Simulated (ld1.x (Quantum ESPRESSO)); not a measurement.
**oxygen (O): excitation energies, all-electron against ultrasoft**

* Element: O
* Generator: ld1.x (Quantum ESPRESSO) 7.5
* Type: ultrasoft
* Functional: PBE
* Relativity: scalar-relativistic
* Frozen core: [He]
* Valence charge: 6
* Reference configuration: 2s1.5 2p4.5
* Partial waves: 2s (bound): rcut 0.70, rcutus 1.00 bohr; 2s channel at 1.15 Ry: rcut 0.70, rcutus 1.00 bohr; 2p (bound): rcut 1.15, rcutus 1.55 bohr; 2p channel at 4.65 Ry: rcut 1.15, rcutus 1.55 bohr; 3d channel at 0.2 Ry: rcut 1.05, rcutus 1.30 bohr
* Local potential: all-electron potential smoothed inside 1.10 bohr (lloc = -1)
* Core correction: a·sin(br)/r model core, default radius (core density twice the valence density)
* Augmentation charge: PSQ, radius 0.75 bohr

Energies are relative to the spin-unpolarised reference configuration 2s1.5 2p4.5; without spin polarisation the order of configurations can differ from experiment. The frozen-core shift is the all-electron ΔE with the core orbitals held at their reference shape minus the fully relaxed ΔE.

Problem. Give the all-electron excitation energy and the error of the potential for: 2s2 2p4; 2s2 2p3; 2s2 2p2; 2s2 2p3.5; 2s0 2p6; 2s1 2p4; 2s2 2p1.

Solution.

```json
{"valence configuration": "2s2 2p4", "charge": "0", "ΔE all-electron (eV)": "-7.470", "error AE − PS (meV)": "+0.1", "frozen-core shift (meV)": "+0.1"}
{"valence configuration": "2s2 2p3", "charge": "+1", "ΔE all-electron (eV)": "8.960", "error AE − PS (meV)": "0.0", "frozen-core shift (meV)": "+0.1"}
{"valence configuration": "2s2 2p2", "charge": "+2", "ΔE all-electron (eV)": "42.547", "error AE − PS (meV)": "-7.8", "frozen-core shift (meV)": "+1.0"}
{"valence configuration": "2s2 2p3.5", "charge": "+0.5", "ΔE all-electron (eV)": "-1.185", "error AE − PS (meV)": "-0.1", "frozen-core shift (meV)": "+0.1"}
{"valence configuration": "2s0 2p6", "charge": "0", "ΔE all-electron (eV)": "22.466", "error AE − PS (meV)": "+0.5", "frozen-core shift (meV)": "+0.9"}
{"valence configuration": "2s1 2p4", "charge": "+1", "ΔE all-electron (eV)": "24.189", "error AE − PS (meV)": "+5.0", "frozen-core shift (meV)": "+0.2"}
{"valence configuration": "2s2 2p1", "charge": "+3", "ΔE all-electron (eV)": "96.416", "error AE − PS (meV)": "-37", "frozen-core shift (meV)": "+5.9"}
```
